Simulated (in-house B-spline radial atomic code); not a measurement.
## Ionising C³⁺ with different functionals

Computed with an all-electron radial atomic-structure program (B-spline basis): non-relativistic Hamiltonian, point nucleus, spin-polarised at highest spin, spherical fractional occupations for the functionals, and exact exchange of hybrids averaged over the configuration. The ionisation energy is the difference of two self-consistent energies, [He] 2s1 → 1s2, without Breit or QED terms; ε is the level of the shell that loses the electron (its least bound occupied spin orbital).

```
   method                    rung  ΔSCF (eV)  -ε(2s) (eV)
     PBE0           global hybrid      64.84        59.47
    B3LYP           global hybrid      65.16        59.13
    TPSSh           global hybrid      64.76        58.57
   M06-2X           global hybrid      64.87        61.24
BHandHLYP           global hybrid      65.03        61.12
  r2SCAN0           global hybrid      64.44        59.69
    B97-1           global hybrid      64.67        59.06
    HSE06  range-separated hybrid      64.84        59.04
    wB97X  range-separated hybrid      63.72        61.93
CAM-B3LYP  range-separated hybrid      65.11        60.98
  LC-wPBE  range-separated hybrid      65.02        62.74
```

Among the functionals, which spreads more, the ΔSCF values or the orbital energies?

The orbital energies: ΔSCF values span about 1.43 eV and the orbital energies 4.18 eV.

How do they compare with the NIST value?

NIST lists 64.494 eV (measured, ground level to ground level). Errors run from -0.77 to +0.66 eV; r2SCAN0 is closest (-0.05 eV), but part of that can be cancellation, since the calculations leave out relativity, Breit-QED terms.
